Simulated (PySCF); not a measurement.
Gas-phase reaction: InH3 + 3 C2H3 (vinyl) ⇌ In(CH3)3 + 3 CH

Method: PySCF energies plus ideal-gas RRHO corrections (1 bar). † marks an energy on the PBE0/def2-TZVP geometry and frequencies; other levels use their own. Open shells (unrestricted): C2H3 (vinyl) (multiplicity 2), CH (multiplicity 2, electronic degeneracy 4); the rest are closed-shell singlets. Spin-orbit splitting is ignored; it lowers the true energy and changes the entropy of CH. B3LYP is the form with VWN-RPA correlation. In: scalar-relativistic def2 core potential, no spin-orbit coupling. Methyl groups turn as free rotors in In(CH3)3. InH3: computed as isolated molecules; such fragments, hydroxides, amides, oligomers or adducts are transient or little studied in the gas. The harmonic model lacks anharmonicity and excited electronic states, which grow with temperature; levels with a mode under 35 cm⁻¹ are left out. Soft modes under 120 cm⁻¹ make the harmonic entropy rough for In(CH3)3. Warning, spin contamination: CH (B3LYP/def2-TZVP†, BLYP/def2-TZVP†, M06-2X/def2-TZVP†, PBE/def2-SVP, PBE/def2-TZVP†, PBE0/def2-TZVP, r2SCAN/def2-TZVP†, LDA/def2-TZVP†, ωB97M-V/def2-TZVP†, ωB97X-V/def2-TZVP†).

```
level               ΔE electronic, kJ  ΔH°(298 K), kJ  ΔS°(298 K), J/K  ΔG°(1600 K), kJ
------------------  -----------------  --------------  ---------------  ---------------
B3LYP/def2-TZVP†                  811             812              -10              815
BLYP/def2-TZVP†                   832             833              -10              835
M06-2X/def2-TZVP†                 779             780              -10              782
PBE/def2-SVP                      900             903              -10              907
PBE/def2-TZVP†                    870             871              -10              874
PBE0/def2-TZVP                    828             829              -10              832
r2SCAN/def2-TZVP†                 846             848              -10              850
LDA/def2-TZVP†                    972             973              -10              976
ωB97M-V/def2-TZVP†                775             776              -10              778
ωB97X-V/def2-TZVP†                765             766              -10              769
```
ΔH° is lowest at ωB97X-V/def2-TZVP† and highest at LDA/def2-TZVP†. No reference value is set beside these.
